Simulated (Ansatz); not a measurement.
Ansatz (a program for electronic structure) input file for Si(OSiH3)(Me)(Cl)2 (CH6Cl2OSi2), SMILES C[Si](Cl)(Cl)O[SiH3], B3LYP-D3(BJ)/def2-SVP. 

Ansatz 0.2 input:
```yaml
crystal:
  periodic: [false, false, false]
  atoms:
    - {symbol: C, position_ang: [1.78852901, -1.52520979, -0.39206101]}
    - {symbol: Si, position_ang: [0.55450213, -0.17643296, 0.09665977]}
    - {symbol: Cl, position_ang: [1.16883464, 1.64279215, -0.51295147]}
    - {symbol: Cl, position_ang: [0.23888748, -0.14338416, 2.08555015]}
    - {symbol: O, position_ang: [-0.85018147, -0.50010439, -0.62039211]}
    - {symbol: Si, position_ang: [-2.39162880, -0.26985064, -1.11299436]}
    - {symbol: H, position_ang: [1.43963675, -2.50585811, -0.08241797]}
    - {symbol: H, position_ang: [2.75690837, -1.35692955, 0.06978880]}
    - {symbol: H, position_ang: [1.93446384, -1.55070854, -1.46790460]}
    - {symbol: H, position_ang: [-3.18874374, 0.01173149, 0.07756622]}
    - {symbol: H, position_ang: [-2.37081470, 0.85644235, -2.04206462]}
    - {symbol: H, position_ang: [-2.71267568, -1.54454956, -1.74495787]}
basis:
  gaussian:
    orbitals: def2-SVP
hamiltonian:
  xc: b3lyp
  dispersion: d3bj
relax: {f_tol: 0.002, max_steps: 200}
```

Program output:

```
WARN ansatz: RAYON_NUM_THREADS=2 ignored (pool sized by the plan → 2); use --threads N
Functional definition: B3LYP
integrals: 0.09 GiB planned
1313 factors; integrals over basis functions are off by at most 4.2e-4 eV
mean field: 0.96 GiB planned
mean field evaluation 1: about -43965.3605 eV, gradient 6.7e1 eV
mean field evaluation 2: about -43953.1410 eV, gradient 1.0e2 eV
mean field evaluation 4: about -43974.2381 eV, gradient 4.3e0 eV
mean field evaluation 8: about -43974.2858 eV, gradient 5.3e-2 eV
mean field -43974.28577594 eV, -1616.0251954243 hartree, gradient 7.7e-5 eV, S^2 0.000000; 0 other end points of the search recorded, 0 dependent functions left out
the calculation of the forces begins
reference -43974.28607975 eV, -1616.0252065891 hartree; 41, 41 occupied and 89, 89 virtual orbitals, 1313 factors
relax step   1: F+E_penalty+E_count = -43974.94095280 eV  Δ(F+E_penalty+E_count) = +0.000e0 eV  max|allowed force component| = 1.536e0 eV/Å  Δτ_max = 0.0000 Å  (25 SCF iters, accepted)
these checks for a lower state are left out or cut short: starts, cluster_reference, orbital_swaps, neighbouring_geometries, increment
integrals: 0.09 GiB planned
1313 factors; integrals over basis functions are off by at most 3.9e-4 eV
mean field: 0.96 GiB planned
mean field evaluation 16: about -43974.4968 eV, gradient 6.7e-2 eV
[...]
1313 factors; integrals over basis functions are off by at most 4.4e-4 eV
mean field: 0.96 GiB planned
mean field -43974.51732284 eV, -1616.0337046160 hartree, gradient 5.5e-5 eV, S^2 0.000000; 0 other end points of the search recorded, 0 dependent functions left out
the calculation of the forces begins
reference -43974.51762654 eV, -1616.0337157767 hartree; 41, 41 occupied and 89, 89 virtual orbitals, 1313 factors
relax step  26: F+E_penalty+E_count = -43975.17818219 eV  Δ(F+E_penalty+E_count) = -2.182e-5 eV  max|allowed force component| = 9.649e-3 eV/Å  Δτ_max = 0.0379 Å  (24 SCF iters, accepted)
these checks for a lower state are left out or cut short: starts, cluster_reference, orbital_swaps, neighbouring_geometries, increment
integrals: 0.09 GiB planned
1313 factors; integrals over basis functions are off by at most 4.4e-4 eV
mean field: 0.96 GiB planned
mean field -43974.51736331 eV, -1616.0337061033 hartree, gradient 2.4e-5 eV, S^2 0.000000; 0 other end points of the search recorded, 0 dependent functions left out
the calculation of the forces begins
reference -43974.51766704 eV, -1616.0337172651 hartree; 41, 41 occupied and 89, 89 virtual orbitals, 1313 factors
relax step  27: F+E_penalty+E_count = -43975.17819122 eV  Δ(F+E_penalty+E_count) = -9.023e-6 eV  max|allowed force component| = 7.892e-3 eV/Å  Δτ_max = 0.0017 Å  (19 SCF iters, accepted)
these checks for a lower state are left out or cut short: starts, cluster_reference, orbital_swaps, neighbouring_geometries, increment
integrals: 0.09 GiB planned
1313 factors; integrals over basis functions are off by at most 4.4e-4 eV
mean field: 0.96 GiB planned
mean field -43974.51743477 eV, -1616.0337087293 hartree, gradient 3.7e-5 eV, S^2 0.000000; 0 other end points of the search recorded, 0 dependent functions left out
the calculation of the forces begins
reference -43974.51773849 eV, -1616.0337198910 hartree; 41, 41 occupied and 89, 89 virtual orbitals, 1313 factors
relax step  28: F+E_penalty+E_count = -43975.17819986 eV  Δ(F+E_penalty+E_count) = -8.644e-6 eV  max|allowed force component| = 5.700e-3 eV/Å  Δτ_max = 0.0029 Å  (20 SCF iters, accepted)
these checks for a lower state are left out or cut short: starts, cluster_reference, orbital_swaps, neighbouring_geometries, increment
integrals: 0.09 GiB planned
1313 factors; integrals over basis functions are off by at most 4.4e-4 eV
mean field: 0.96 GiB planned
mean field evaluation 160: about -43974.5175 eV, gradient 6.8e-6 eV
mean field -43974.51754057 eV, -1616.0337126175 hartree, gradient 6.8e-6 eV, S^2 0.000000; 0 other end points of the search recorded, 0 dependent functions left out
the calculation of the forces begins
reference -43974.51784431 eV, -1616.0337237797 hartree; 41, 41 occupied and 89, 89 virtual orbitals, 1313 factors
relax step  29: F+E_penalty+E_count = -43975.17820821 eV  Δ(F+E_penalty+E_count) = -8.356e-6 eV  max|allowed force component| = 3.691e-3 eV/Å  Δτ_max = 0.0089 Å  (22 SCF iters, accepted)
these checks for a lower state are left out or cut short: starts, cluster_reference, orbital_swaps, neighbouring_geometries, increment
integrals: 0.09 GiB planned
1313 factors; integrals over basis functions are off by at most 4.4e-4 eV
mean field: 0.96 GiB planned
mean field -43974.51772004 eV, -1616.0337192128 hartree, gradient 1.6e-5 eV, S^2 0.000000; 0 other end points of the search recorded, 0 dependent functions left out
the calculation of the forces begins
reference -43974.51802380 eV, -1616.0337303757 hartree; 41, 41 occupied and 89, 89 virtual orbitals, 1313 factors
relax step  30: F+E_penalty+E_count = -43975.17821637 eV  Δ(F+E_penalty+E_count) = -8.151e-6 eV  max|allowed force component| = 5.268e-3 eV/Å  Δτ_max = 0.0142 Å  (23 SCF iters, accepted)
these checks for a lower state are left out or cut short: starts, cluster_reference, orbital_swaps, neighbouring_geometries, increment
integrals: 0.09 GiB planned
1313 factors; integrals over basis functions are off by at most 4.4e-4 eV
mean field: 0.96 GiB planned
mean field -43974.51788008 eV, -1616.0337250941 hartree, gradient 9.9e-6 eV, S^2 0.000000; 0 other end points of the search recorded, 0 dependent functions left out
the calculation of the forces begins
reference -43974.51818389 eV, -1616.0337362590 hartree; 41, 41 occupied and 89, 89 virtual orbitals, 1313 factors
relax step  31: F+E_penalty+E_count = -43975.17822193 eV  Δ(F+E_penalty+E_count) = -5.562e-6 eV  max|allowed force component| = 4.285e-3 eV/Å  Δτ_max = 0.0042 Å  (23 SCF iters, accepted)
these checks for a lower state are left out or cut short: starts, cluster_reference, orbital_swaps, neighbouring_geometries, increment
integrals: 0.09 GiB planned
1313 factors; integrals over basis functions are off by at most 4.4e-4 eV
mean field: 0.96 GiB planned
mean field -43974.51805299 eV, -1616.0337314485 hartree, gradient 7.8e-5 eV, S^2 0.000000; 0 other end points of the search recorded, 0 dependent functions left out
the calculation of the forces begins
reference -43974.51835689 eV, -1616.0337426165 hartree; 41, 41 occupied and 89, 89 virtual orbitals, 1313 factors
relax step  32: F+E_penalty+E_count = -43975.17822734 eV  Δ(F+E_penalty+E_count) = -5.407e-6 eV  max|allowed force component| = 1.752e-3 eV/Å  Δτ_max = 0.0034 Å  (20 SCF iters, accepted)
these checks for a lower state are left out or cut short: starts, cluster_reference, orbital_swaps, neighbouring_geometries, increment
integrals: 0.09 GiB planned
1313 factors; integrals over basis functions are off by at most 4.4e-4 eV
mean field: 0.96 GiB planned
mean field -43974.51812672 eV, -1616.0337341580 hartree, gradient 1.0e-5 eV, S^2 0.000000; 0 other end points of the search recorded, 0 dependent functions left out
the calculation of the forces begins
reference -43974.51843068 eV, -1616.0337453284 hartree; 41, 41 occupied and 89, 89 virtual orbitals, 1313 factors
relax step  33: F+E_penalty+E_count = -43975.17822969 eV  Δ(F+E_penalty+E_count) = -2.356e-6 eV  max|allowed force component| = 3.042e-3 eV/Å  Δτ_max = 0.0062 Å  (23 SCF iters, accepted)
these checks for a lower state are left out or cut short: starts, cluster_reference, orbital_swaps, neighbouring_geometries, increment
integrals: 0.09 GiB planned
1313 factors; integrals over basis functions are off by at most 4.4e-4 eV
mean field: 0.96 GiB planned
mean field -43974.51817703 eV, -1616.0337360068 hartree, gradient 8.6e-5 eV, S^2 0.000000; 0 other end points of the search recorded, 0 dependent functions left out
the calculation of the forces begins
reference -43974.51848105 eV, -1616.0337471794 hartree; 41, 41 occupied and 89, 89 virtual orbitals, 1313 factors
relax step  34: F+E_penalty+E_count = -43975.17823134 eV  Δ(F+E_penalty+E_count) = -1.644e-6 eV  max|allowed force component| = 3.823e-3 eV/Å  Δτ_max = 0.0050 Å  (20 SCF iters, accepted)
these checks for a lower state are left out or cut short: starts, cluster_reference, orbital_swaps, neighbouring_geometries, increment
integrals: 0.09 GiB planned
1313 factors; integrals over basis functions are off by at most 4.4e-4 eV
mean field: 0.96 GiB planned
mean field -43974.51816866 eV, -1616.0337356994 hartree, gradient 1.4e-5 eV, S^2 0.000000; 0 other end points of the search recorded, 0 dependent functions left out
the calculation of the forces begins
reference -43974.51847269 eV, -1616.0337468722 hartree; 41, 41 occupied and 89, 89 virtual orbitals, 1313 factors
relax step  35: F+E_penalty+E_count = -43975.17823242 eV  Δ(F+E_penalty+E_count) = -1.080e-6 eV  max|allowed force component| = 2.117e-3 eV/Å  Δτ_max = 0.0011 Å  (20 SCF iters, accepted)
these checks for a lower state are left out or cut short: starts, cluster_reference, orbital_swaps, neighbouring_geometries, increment
integrals: 0.09 GiB planned
1313 factors; integrals over basis functions are off by at most 4.4e-4 eV
mean field: 0.96 GiB planned
mean field evaluation 192: about -43974.5114 eV, gradient 7.7e-2 eV
mean field -43974.51811177 eV, -1616.0337336086 hartree, gradient 1.9e-5 eV, S^2 0.000000; 0 other end points of the search recorded, 0 dependent functions left out
the calculation of the forces begins
reference -43974.51841582 eV, -1616.0337447821 hartree; 41, 41 occupied and 89, 89 virtual orbitals, 1313 factors
relax step  36: F+E_penalty+E_count = -43975.17823277 eV  Δ(F+E_penalty+E_count) = -3.527e-7 eV  max|allowed force component| = 2.044e-3 eV/Å  Δτ_max = 0.0015 Å  (20 SCF iters, accepted)
these checks for a lower state are left out or cut short: starts, cluster_reference, orbital_swaps, neighbouring_geometries, increment
integrals: 0.09 GiB planned
1313 factors; integrals over basis functions are off by at most 4.4e-4 eV
mean field: 0.96 GiB planned
mean field -43974.51811801 eV, -1616.0337338378 hartree, gradient 2.1e-5 eV, S^2 0.000000; 0 other end points of the search recorded, 0 dependent functions left out
the calculation of the forces begins
reference -43974.51842205 eV, -1616.0337450113 hartree; 41, 41 occupied and 89, 89 virtual orbitals, 1313 factors
relax step  37: F+E_penalty+E_count = -43975.17823322 eV  Δ(F+E_penalty+E_count) = -4.516e-7 eV  max|allowed force component| = 1.768e-3 eV/Å  Δτ_max = 0.0005 Å  (19 SCF iters, accepted)
integrals: 0.09 GiB planned
1313 factors; integrals over basis functions are off by at most 4.4e-4 eV
mean field: 0.96 GiB planned
mean field -43974.51811801 eV, -1616.0337338378 hartree, gradient 2.1e-5 eV, S^2 0.000000; 1 other end points of the search recorded, 0 dependent functions left out
the calculation of the forces begins
reference -43974.51842205 eV, -1616.0337450113 hartree; 41, 41 occupied and 89, 89 virtual orbitals, 1313 factors
Total energy: -43975.17853727 eV, -1616.0580037979 hartree
Atom 0 at     1.923456    -1.468341    -0.380856 Å, force    -0.000179    -0.000268    -0.000429 eV/Å
Atom 1 at     0.503616    -0.365856     0.054958 Å, force     0.000941     0.000022     0.000798 eV/Å
Atom 2 at     0.964079     1.616810    -0.347482 Å, force    -0.000045     0.000103     0.000254 eV/Å
Atom 3 at     0.064740    -0.506906     2.075251 Å, force     0.000107     0.000195    -0.000305 eV/Å
Atom 4 at    -0.834324    -0.770194    -0.802759 Å, force     0.001391    -0.001282    -0.000790 eV/Å
Atom 5 at    -2.385380    -0.230124    -1.132635 Å, force    -0.001768     0.000768     0.000442 eV/Å
Atom 6 at     1.665338    -2.516269    -0.163145 Å, force     0.000051     0.000585     0.000017 eV/Å
Atom 7 at     2.816370    -1.195747     0.201101 Å, force    -0.000128    -0.000085     0.000022 eV/Å
Atom 8 at     2.156582    -1.375383    -1.452810 Å, force     0.000018    -0.000084     0.000431 eV/Å
Atom 9 at    -2.902528     0.562190     0.016964 Å, force    -0.000067     0.000684     0.000517 eV/Å
Atom 10 at    -2.363813     0.612601    -2.358493 Å, force     0.000012     0.000096    -0.000480 eV/Å
Atom 11 at    -3.240418    -1.424842    -1.356273 Å, force    -0.000334    -0.000736    -0.000476 eV/Å
Dipole moment:     0.044768    -0.236758    -0.210778 e Å
```

The run converged.
